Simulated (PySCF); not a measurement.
**How methods differ on the excitation energy of Cr**

Cr [Ar] 3d5 4s1 (7S) → Cr [Ar] 3d5 4p1 (7P), as a difference of total energies. All numbers are calculated (PySCF 2.14, scalar relativity by spin-free X2C-1e, in x2c-QZVPPall with one added diffuse shell each of s, p, d, f, g type (12s8p6d4f3g, 121 functions)). Correlated levels: valence: [Ar] frozen; valence and next inner shell: [Ne] frozen. The calculations carry no spin-orbit coupling.

```json
{"method": "UHF", "excitation energy (eV)": "2.682"}
{"method": "LDA", "excitation energy (eV)": "3.324"}
{"method": "PBE", "excitation energy (eV)": "3.205"}
{"method": "PBE0", "excitation energy (eV)": "3.049"}
{"method": "TPSS", "excitation energy (eV)": "3.189"}
{"method": "M06-2X", "excitation energy (eV)": "2.815"}
{"method": "MP2 (valence)", "excitation energy (eV)": "2.927"}
{"method": "SCS-MP2 (valence)", "excitation energy (eV)": "2.764"}
{"method": "MP2 (valence and next inner shell)", "excitation energy (eV)": "3.094"}
{"method": "SCS-MP2 (valence and next inner shell)", "excitation energy (eV)": "2.917"}
```

**Question.** How much does correlation contribute at MP2 (valence and next inner shell)?

**Answer.** 3.094 − (2.682) = 0.412 eV, measured against UHF.

Errors of the correlated levels include the incompleteness of this basis and the frozen core.

For comparison: 2.903 eV (measured; NIST levels, between the centres of gravity of the two terms).
